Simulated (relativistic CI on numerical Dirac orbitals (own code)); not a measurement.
**d4 in a ligand field**

Computed with a parametric ligand-field model of a d^n configuration (Racah B and C, spin-orbit zeta, crystal field), exact diagonalisation.

Field parameters in Wybourne normalisation: Oh B⁴₀ = 21Dq, B⁴₄ = √(5/14) B⁴₀; Td as Oh with Dq negative (B⁴₀ = 21Dq, B⁴₄ = √(5/14) B⁴₀). The field is a parameter set, without covalency.

A d4 ion in Td symmetry has the ground term 1A1 and bands at 5T2 798 cm⁻¹, 3T1 3967 cm⁻¹ (2521 nm), 3T2 7023 cm⁻¹ (1424 nm), 1T1 9228 cm⁻¹ (1084 nm), 1T2 15340 cm⁻¹ (652 nm), 1E 19659 cm⁻¹ (509 nm), 1T2 19848 cm⁻¹ (504 nm). Which parameters reproduce them?

B = 560, C = 2400, ζ = 0 cm⁻¹, Td, 10Dq = -10550 cm⁻¹.

Ground term and bands for B = 910, C = 3600, ζ = 0 cm⁻¹, Oh, 10Dq = 35150 cm⁻¹?

Ground term 3T1 with 0.02 electrons in the two orbitals of the cubic e set. Spin-allowed: 3E 31805 cm⁻¹ (314 nm), 3T1 32691 cm⁻¹ (306 nm), 3T2 33711 cm⁻¹ (297 nm), 3A1 35364 cm⁻¹ (283 nm). Lowest spin-forbidden: 1T2 10755 cm⁻¹ (930 nm), 1E 12042 cm⁻¹ (830 nm), 5E 12774 cm⁻¹ (783 nm).

Ground term and bands for B = 500, C = 1780, ζ = 0 cm⁻¹, Oh, 10Dq = 4750 cm⁻¹?

Ground term 5E with 1.00 electrons in the two orbitals of the cubic e set. Spin-allowed: 5T2 4750 cm⁻¹ (2105 nm). Lowest spin-forbidden: 3T1 5906 cm⁻¹ (1693 nm), 3E 9515 cm⁻¹ (1051 nm), 3T1 10005 cm⁻¹ (1000 nm).

Ground term and bands for B = 480, C = 2320, ζ = 0 cm⁻¹, Oh, 10Dq = 7250 cm⁻¹?

Ground term 5E with 1.00 electrons in the two orbitals of the cubic e set. Spin-allowed: 5T2 7250 cm⁻¹ (1379 nm). Lowest spin-forbidden: 3T1 6016 cm⁻¹ (1662 nm), 3E 11640 cm⁻¹ (859 nm), 1T2 12122 cm⁻¹ (825 nm).

Ground term and bands for B = 990, C = 4280, ζ = 0 cm⁻¹, Oh, 10Dq = 30950 cm⁻¹?

Ground term 3T1 with 0.03 electrons in the two orbitals of the cubic e set. Spin-allowed: 3E 27206 cm⁻¹ (368 nm), 3T1 28307 cm⁻¹ (353 nm), 3T2 29404 cm⁻¹ (340 nm), 3A1 31106 cm⁻¹ (321 nm). Lowest spin-forbidden: 5E 5076 cm⁻¹ (1970 nm), 1T2 12223 cm⁻¹ (818 nm), 1E 13628 cm⁻¹ (734 nm).
